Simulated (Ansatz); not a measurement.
System: SiH$_{2}$ICl, charge 0, singlet. SiH2ICl (SMILES [SiH2](Cl)I).
B3LYP-D3(BJ)/def2-TZVP minimum from Ansatz (a first-principles code):
```
Si
H 1 1.4715
H 1 1.4715 2 112.32
Cl 1 2.0555 2 108.43 3 -119.80
I 1 2.4456 2 108.42 3 119.78
```

Property: atomisation energy (electronic, to ground-state atoms), in kcal/mol. Open shells are spin-unrestricted; no spin-orbit coupling. Cores are frozen in correlated methods (noble-gas shells, and filled d and f shells in the p block). Past Kr the def2 sets carry scalar-relativistic core potentials. CBS(X,Y): correlation extrapolated as X^-3, Hartree-Fock from the larger set. A bracket is a step between two methods taken in the basis named. Where a partner has so few electrons that a lower coupled-cluster level is exact, that level stands in. Spin-orbit terms, left out, reach several kcal/mol for Br and I, and more for heavier atoms.

```csv
level,program,atomisation energy (kcal/mol)
"MP2/CBS(def2-TZVPP,def2-QZVPP)",Ansatz,331.0
```

Task: What does CCSD(T)/CBS(def2-TZVPP,def2-QZVPP) + [CCSDT(Q) - CCSD(T)]/def2-SVP (Ansatz) give?

Result: 326.7 kcal/mol; the difference of MP2/CBS(def2-TZVPP,def2-QZVPP) is 4.3 kcal/mol.
